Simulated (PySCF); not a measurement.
SMILES O[Si](O)(O)F (PBE0/def2-SVP optimised geometry):

```
8

O     -1.318    -1.432     1.305
Si    -0.757    -0.622     0.000
O     -1.322     0.913     0.000
O      0.878    -0.622     0.000
F     -1.281    -1.365    -1.341
H     -2.270    -1.516     1.401
H     -1.077     1.474    -0.741
H      1.322    -1.474     0.012
```

Level of theory: PBE0/def2-TZVP run with PySCF.

Q: What are the frontier orbital energies and the dipole moment?

A: HOMO-2 -10.15 eV, HOMO-1 -9.79 eV, HOMO -9.76 eV, LUMO 0.30 eV, LUMO+1 1.45 eV; dipole moment 0.47 D.

Meta-Löwdin charges at PBE0/def2-TZVP: O1 -0.75, Si2 1.68, O3 -0.75, O4 -0.75, F5 -0.52, H6 0.37, H7 0.37, H8 0.37.
